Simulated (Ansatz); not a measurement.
Two isomers of CH6BFO2Si: A = `OB([SiH3])OCF`, B = `FCOBO[SiH3]`.

Gas-phase electronic energies from Ansatz, PBE0-D4/def2-TZVP geometries. CBS: MP2 limit from def2 TZ/QZ plus the TZ coupled-cluster correction, frozen cores. DFT in def2-TZVPP. B3LYP here is the variant with VWN-RPA as its local correlation; programs differ in this. One conformer a species, not always the lowest.

Question: Which isomer does CCSD(T)/CBS put lower? Give the gap. (An estimate is asked.)

Answer: Computed: B, by 28.1 kcal/mol.

Question: Give E(B) − E(A) in kcal/mol with CCSD(T)/def2-TZVPP, ωB97M-V, B3LYP-D4, PBE0-D4, r2SCAN-D4, PBE-D4, CCSD/def2-TZVPP. (Best estimate.)

Answer: Computed: CCSD(T)/def2-TZVPP -27.7, ωB97M-V -28.0, B3LYP-D4 -27.9, PBE0-D4 -24.6, r2SCAN-D4 -26.5, PBE-D4 -22.3, CCSD/def2-TZVPP -28.7. None reverses the order clearly.

Largest T1 diagnostic: 0.013.

From PBE to PBE0 (25 % exact exchange), in def2-TZVPP and without D4, E(B) − E(A) moves by −2.2 kcal/mol. In def2-TZVPP, CCSD(T) changes the Hartree–Fock value by +7.0 kcal/mol (the triples alone add +1.0 kcal/mol) and MP2 by +5.0 kcal/mol.
